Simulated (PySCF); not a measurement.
Al(H)(OH)(NH2), SMILES [OH][AlH][NH2] (H4AlNO), PBE0/def2-SVP optimised geometry.

```
7

Al    -0.52     0.43     0.00
H     -1.28     1.82     0.00
O     -1.35    -1.01     0.00
H     -1.84    -1.82     0.00
N      1.25     0.43     0.00
H      1.84    -0.39     0.00
H      1.82     1.27     0.00
```

Density from PBE0/def2-TZVP (PySCF) at that geometry.

Minimum of the electron density along straight lines between bonded atoms, close to the bond critical point (lines longer than 1.1 times the sum of covalent radii, or with two minima, are not listed):

```
bond    length / Å  ρ at the minimum / e bohr⁻³  ∇²ρ there / e bohr⁻⁵  position (fraction from the first atom)
------  ----------  ---------------------------  --------------------  ---------------------------------------
Al1–H2       1.580                        0.083                  0.21                                     0.50
Al1–O3       1.668                        0.107                  0.89                                     0.43
O3–H4        0.946                        0.364                 -2.59                                     0.82
Al1–N5       1.769                        0.103                  0.61                                     0.42
N5–H6        1.014                        0.332                 -1.60                                     0.74
N5–H7        1.014                        0.331                 -1.59                                     0.74
```
